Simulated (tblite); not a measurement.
Run record: tight-binding relaxation, `C=C(C)[C@@]1(C(C)C)C=C1F`.

Computed with GFN2-xTB geometry optimisation, gas phase (tblite 0.8.0). Start geometry: from a force field or distance geometry. The command runs a driver script over a list of jobs; the input below is this job's line of settings and its coordinates in Å.

Command:
```bash
OMP_NUM_THREADS=1 python probes_run.py task.json out
```

Input:
```
{"job": {"kind": "relax", "xc": "GFN2-xTB", "basis": "xTB"}, "charge": 0, "multiplicity": 1}
C     -1.624800    -1.159400     1.124900
C     -1.430700    -0.077800     0.355800
C     -2.560900     0.853600     0.168700
C     -0.115200     0.220300    -0.291500
C      1.057700    -0.712900    -0.095100
C      2.186800    -0.068100    -0.914400
C      1.548200    -0.813900     1.305800
C     -0.290600     0.636800    -1.703700
C      0.107400     1.559500    -0.858600
F      0.475500     2.851300    -0.557300
H     -2.640800    -1.292300     1.561800
H     -0.873000    -1.901600     1.334400
H     -3.489700     0.301000    -0.113800
H     -2.732500     1.525800     1.018500
H     -2.356100     1.524300    -0.719100
H      0.808500    -1.671000    -0.571100
H      2.341400     0.950600    -0.511200
H      1.775300     0.012800    -1.951000
H      3.108900    -0.657200    -0.885200
H      2.650300    -0.575400     1.310400
H      1.103400    -0.061700     2.012200
H      1.496400    -1.854500     1.729600
H     -0.550100     0.436800    -2.740100
```

Output:
```
step      E/eV     max force
  0    -829.44527    2.827
  1    -829.81553    2.055
  2    -829.89856    2.045
  3    -829.96097    0.615
  4    -829.99585    0.843
  5    -830.02746    0.461
  6    -830.05064    0.347
  7    -830.06814    0.316
  8    -830.08568    0.317
  9    -830.09739    0.211
... (128 lines left out)
138    -830.40811    0.028
139    -830.40824    0.025
140    -830.40835    0.024
141    -830.40847    0.026
142    -830.40859    0.023
143    -830.40868    0.018
144    -830.40875    0.012
145    -830.40879    0.012
146    -830.40882    0.011
147    -830.40884    0.010
```

«max force» is the largest atomic force in eV/Å.

From which step on does the largest force stay under 0.1 eV/Å, and how much energy is left to gain from there?

From step 109 (0.048 eV/Å), 17.5 meV above the end.

Summary of the converged run: energy lowered by 22.2 kcal/mol over 147 steps; largest atomic force 0.010 eV/Å at the end.

Give the final coordinates.

0.575 Å rms from the input after alignment:
```
atom  x, y, z in Å
C1    -1.6518   -1.4738    0.7290
C2    -1.4370   -0.2525    0.2591
C3    -2.5056    0.8004    0.3309
C4    -0.1618    0.1812   -0.3915
C5     1.0977   -0.6305   -0.0796
C6     2.2625   -0.2291   -0.9806
C7     1.4798   -0.4403    1.3892
C8    -0.2807    0.8831   -1.7586
C9    -0.0099    1.6255   -0.7336
F10    0.2430    2.8311   -0.2536
H11   -2.5938   -1.7372    1.1794
H12   -0.9199   -2.2596    0.6876
H13   -3.3732    0.4316    0.8706
H14   -2.1320    1.6896    0.8374
H15   -2.8177    1.0946   -0.6708
H16    0.8821   -1.6878   -0.2607
H17    2.5506    0.8052   -0.8027
H18    1.9939   -0.3352   -2.0293
H19    3.1223   -0.8634   -0.7787
H20    2.3462   -1.0474    1.6403
H21    1.7254    0.6022    1.5798
H22    0.6570   -0.7238    2.0402
H23   -0.4818    0.7630   -2.7937
```

The run took 1.3 s on an Arm Neoverse V1 with one thread, shared host.
Labels such as C1 count atoms from 1, the log's own numbers from 0.
